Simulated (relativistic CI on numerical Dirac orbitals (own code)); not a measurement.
Forbidden transitions in Re XXXVII

Method of calculation: Dirac-Coulomb-Breit CI, KLI orbitals optimised for each configuration, model QED, unscaled Slater integrals (own radial code, finite nucleus).

CI space (outside the closed core [Ar] 3d10): 4s2.4p6.4d3, 4s2.4p6.4d2.4f, 4s2.4p5.4d4, 4s.4p6.4d4, 4s.4p6.4d3.4f, 4s2.4p6.4d2.5s, 4s2.4p6.4d.4f.5s, 4s2.4p6.4d2.5p, 4s2.4p6.4d2.5d, 4s2.4p5.4d3.5s, 4s2.4p6.4d.4f2, 4s2.4p6.4f3, 4s.4p6.4d.4f3, 4s2.4p6.4f2.5s, 4s2.4p6.4f2.5p, 4s2.4p6.4d.5s2, 4s2.4p6.4f.5s2, 4s.4p6.4d.4f.5s2, 4s2.4p6.5s2.5p. Double excitations out of closed p, d and f shells are left out; levels of such configurations are missing from the list, as are those of other unlisted configurations, and high levels can miss mixing partners. These lack a partner that the ground configuration has and come out too high: 4s2.4p6.4d2.5d, 4s2.4p5.4d3.5s.

```csv
λ vac (nm),Lower,Upper,Type,A (s⁻¹),log gf
7.0298,4s2.4p6.4d3 2H_11/2 [13],4s2.4p5.4d4 2K°_15/2 [89],M2,2.89e+03,-7.46
34.040,4s2.4p6.4d3 4F_5/2 [2],4s2.4p6.4d3 2D_3/2 [16],M1,1.81e+04,-5.90
36.553,4s2.4p6.4d3 4P_3/2 [3],4s2.4p6.4d3 2D_3/2 [16],M1,9.91e+03,-6.10
39.766,4s2.4p6.4d3 4F_7/2 [8],4s2.4p6.4d3 2D_5/2 [19],M1,3.01e+04,-5.37
41.901,4s2.4p6.4d3 4F_5/2 [2],4s2.4p6.4d3 2F_7/2 [15],M1,3.11e+03,-6.18
42.210,4s2.4p6.4d3 4F_3/2 [1],4s2.4p6.4d3 4P_5/2 [7],M1,5.92e+03,-6.02
43.212,4s2.4p6.4d3 4F_5/2 [2],4s2.4p6.4d3 2D_5/2 [14],M1,2.34e+03,-6.41
44.578,4s2.4p6.4d3 4P_3/2 [10],4s2.4p6.4d3 2D_5/2 [19],M1,5.65e+04,-5.00
48.114,4s2.4p6.4d3 4F_5/2 [2],4s2.4p6.4d3 2D_5/2 [12],M1,7.25e+03,-5.82
48.476,4s2.4p6.4d3 2D_5/2 [12],4s2.4p6.4d3 2D_5/2 [19],M1,4.59e+04,-5.01
48.860,4s2.4p6.4d3 2G_7/2 [4],4s2.4p6.4d3 2F_7/2 [15],M1,1.44e+04,-5.38
49.924,4s2.4p6.4d3 2G_9/2 [6],4s2.4p6.4d3 2F_7/2 [15],M1,1.35e+04,-5.39
50.651,4s2.4p6.4d3 2G_7/2 [4],4s2.4p6.4d3 2D_5/2 [14],M1,2.32e+04,-5.27
52.199,4s2.4p6.4d3 4P_3/2 [10],4s2.4p6.4d3 2D_3/2 [18],M1,5.40e+04,-5.05
52.686,4s2.4p6.4d3 4F_5/2 [2],4s2.4p6.4d3 4P_3/2 [10],M1,3.94e+04,-5.18
53.125,4s2.4p6.4d3 4P_5/2 [7],4s2.4p6.4d3 2D_3/2 [16],M1,4.82e+04,-5.09
53.293,4s2.4p6.4d3 4P_3/2 [3],4s2.4p6.4d3 2D_5/2 [12],M1,4.57e+04,-4.93
54.732,4s2.4p6.4d3 2D_5/2 [14],4s2.4p6.4d3 2D_5/2 [19],M1,3.26e+04,-5.06
55.014,4s2.4p6.4d3 2P_1/2 [11],4s2.4p6.4d3 2D_3/2 [18],M1,3.33e+04,-5.22
56.990,4s2.4p6.4d3 2F_7/2 [15],4s2.4p6.4d3 2D_5/2 [19],M1,1.88e+04,-5.26
57.119,4s2.4p6.4d3 4F_7/2 [8],4s2.4p6.4d3 2G_9/2 [17],M1,7.80e+04,-4.42
57.288,4s2.4p6.4d3 2G_9/2 [6],4s2.4p6.4d3 2H_11/2 [13],M1,2.75e+04,-4.79
57.305,4s2.4p5.4d4 4H°_13/2 [43],4s2.4p5.4d4 2K°_15/2 [89],M1,2.70e+04,-4.67
57.522,4s2.4p6.4d3 2G_7/2 [4],4s2.4p6.4d3 2D_5/2 [12],M1,3.71e+03,-5.96
57.624,4s2.4p6.4d3 2D_5/2 [12],4s2.4p6.4d3 2D_3/2 [18],M1,5.03e+04,-5.00
58.960,4s2.4p6.4d3 4P_3/2 [3],4s2.4p6.4d3 4P_3/2 [10],M1,8.36e+04,-4.76
59.455,4s2.4p6.4d3 4F_3/2 [1],4s2.4p6.4d3 4P_1/2 [5],M1,1.77e+04,-5.73
61.431,4s2.4p6.4d3 4P_1/2 [5],4s2.4p6.4d3 2P_1/2 [11],M1,8.34e+04,-5.03
61.480,4s2.4p6.4d3 4F_5/2 [2],4s2.4p6.4d3 4F_7/2 [8],M1,9.15e+04,-4.38
62.728,4s2.4p6.4d3 4F_9/2 [9],4s2.4p6.4d3 2G_9/2 [17],M1,5.50e+04,-4.49
63.792,4s2.4p5.4d4 4I°_15/2 [50],4s2.4p5.4d4 2K°_15/2 [89],M1,2.88e+04,-4.55
65.368,4s2.4p6.4d3 4P_1/2 [5],4s2.4p6.4d3 4P_3/2 [10],M1,1.43e+04,-5.44
65.977,4s2.4p6.4d3 4F_3/2 [1],4s2.4p6.4d3 4P_3/2 [3],M1,4.70e+04,-4.91
69.290,4s2.4p6.4d3 2G_7/2 [4],4s2.4p6.4d3 4F_9/2 [9],M1,2.45e+04,-4.75
71.449,4s2.4p6.4d3 2G_9/2 [6],4s2.4p6.4d3 4F_9/2 [9],M1,3.99e+04,-4.51
75.121,4s2.4p6.4d3 4P_5/2 [7],4s2.4p6.4d3 2F_7/2 [15],M1,3.99e+03,-5.57
76.120,4s2.4p6.4d3 4F_3/2 [1],4s2.4p6.4d3 4F_5/2 [2],M1,5.75e+04,-4.52
77.722,4s2.4p6.4d3 2G_7/2 [4],4s2.4p6.4d3 4F_7/2 [8],M1,2.06e+04,-4.83
79.441,4s2.4p6.4d3 4P_5/2 [7],4s2.4p6.4d3 2D_5/2 [14],M1,1.82e+04,-4.98
80.115,4s2.4p6.4d3 2H_11/2 [13],4s2.4p6.4d3 2G_9/2 [17],M1,4.26e+03,-5.39
82.326,4s2.4p5.4d4 2I°_13/2 [56],4s2.4p5.4d4 2K°_15/2 [89],M1,4.03e+03,-5.18
83.089,4s2.4p6.4d3 2D_3/2 [16],4s2.4p6.4d3 2D_5/2 [19],M1,6.89e+03,-5.37
96.181,4s2.4p6.4d3 4P_3/2 [10],4s2.4p6.4d3 2D_3/2 [16],M1,4.02e+03,-5.65
97.752,4s2.4p6.4d3 4P_5/2 [7],4s2.4p6.4d3 2D_5/2 [12],M1,1.01e+04,-5.06
117.17,4s2.4p6.4d3 4P_3/2 [3],4s2.4p6.4d3 4P_5/2 [7],M1,2.58e+03,-5.50
```

Terms are leading LS components. Brackets give the number of a level in order of energy, since labels repeat. The list gives strong lines, with weight on those to low levels, among the lowest 200 of 2172 levels, so that lines to higher ones, which can be the strongest, are missing. Levels whose partners in the same complex of configurations lie outside the list can be far off, and so can their lines. Rates are taken at the computed energies, electric ones in the length gauge.

At this charge energies of transitions that change n are usually good to better than 1 %, and those within a shell (Δn = 0) to a few per cent. Terms inside the open d or f shell come out 10 to 20 % too wide with unscaled integrals.

LS names give the leading component of a level, which can be under half, so a name can repeat, a term be missing and a line seem to break the LS rules.
